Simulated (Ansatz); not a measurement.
Energy needed to pull apart BHTeF (SMILES FB[Te]), doublet, into free ground-state atoms, from the structure below (displaced at random from a GFN2-xTB minimum); no zero-point or spin–orbit terms; open-shell atoms are treated unrestricted, in their ground-state multiplicity.

```json
{"atom": "F1", "x (Å)": "-0.1028", "y (Å)": "0.9842", "z (Å)": "-1.0929"}
{"atom": "B2", "x (Å)": "-0.2072", "y (Å)": "0.1141", "z (Å)": "-0.0105"}
{"atom": "Te3", "x (Å)": "1.5767", "y (Å)": "-0.9856", "z (Å)": "0.5943"}
{"atom": "H4", "x (Å)": "-1.2592", "y (Å)": "-0.0459", "z (Å)": "0.5103"}
```

Program: Ansatz 0.2.0. Basis: def2-TZVPP. Cores are frozen in the correlated methods; orbitals are unrestricted. Filled d shells of the heavier atoms are correlated. Core potentials replace the inner electrons of the atoms past krypton. The def2 sets are not built for correlating such inner shells, so the correlated values are less sure here.

| method | atomization energy (eV) |
| --- | --- |
| PBE-D4 | 14.02 |
| r2SCAN-D4 | 13.71 |
| B97M-V | ? |
| PBE0-D4 | ? |
| wB97X-V | 13.54 |
| wB97M-V | 13.50 |
| HF | 10.03 |
| MP2 | 13.59 |
| CCSD | 12.83 |
| CCSD(T) | 13.11 |

(1) What does PBE0-D4 give? (To be estimated.)

(2) What does B97M-V give? (To be estimated.)

The T1 diagnostic stays at or below 0.015. ⟨S²⟩ of the unrestricted Hartree–Fock references: 0.76 (a pure state has 0.75).

## Answers

(1) The calculation gives: 13.57 eV, which is about 0.47 eV more than CCSD(T)/def2-TZVPP.

(2) The calculation gives: 13.59 eV, which is about 0.48 eV more than CCSD(T)/def2-TZVPP.

In triple zeta the MP2 and coupled-cluster atomization energies are still short of their basis limit by a few kcal/mol a bond, whereas those of the functionals are nearly converged, so these differences are not deviations from converged CCSD(T).

For scale, one of the runs: CCSD(T)/def2-TZVPP forces, 126 basis functions (an equivalent command: `ansatz run in.yaml --threads 4`). Time: 3.1 min of wall clock on 4 CPU threads; the host was shared. Peak host memory: 3 GiB.
